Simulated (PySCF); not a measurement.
C2HO, doublet, at a GFN2-xTB geometry. Base run: PySCF with M06/3-21G.

Input for PySCF:
```python
from pyscf import gto, scf, dft

mol = gto.Mole()
mol.atom = '''
    C     0.02096193   -0.29118014   -1.19660672
    C     0.00440730    0.00402097    0.01711055
    H     0.10767277   -0.53985429   -2.20994473
    O    -0.03248602    0.28285117    1.16086522
'''
mol.basis = '3-21g'
mol.spin = 1
mol.verbose = 4
mol.build()

mf = dft.UKS(mol)
mf.xc = 'm06'
mf.kernel()
```

Each row names what was changed in the base input (with any setting that the change needs).

| change | ΔE vs base (µEh) | grid points | electrons on the grid |
|---|---|---|---|
| base | 0.0 | 52128 | 21.00000 |
| grids.atom_grid = (30, 110) | 8566 | 9816 | 21.00003 |
| grids.radi_method = delley | -1.1 | 54648 | 21.00000 |
| grids.level = 1 | -309 | 18016 | 20.99999 |
| grids.becke_scheme = stratmann | -2.3 | 52128 | 21.00000 |
| grids.level = 5 | -6.3 | 152480 | 21.00000 |
| grids.atom_grid = (75, 302) | -1.3 | 57160 | 21.00000 |
| grids.level = 0 | 3787 | 3880 | 20.99905 |
| grids.level = 4 | -6.2 | 101184 | 21.00000 |
| grids.radi_method = gauss_chebyshev | 9.6 | 50584 | 21.00000 |
| grids.atom_grid = (150, 974) | -5.1 | 316680 | 21.00000 |

Open shells are given as the SCF converged; they aren't shown to be the lowest states, and a large step between rows can be another state.
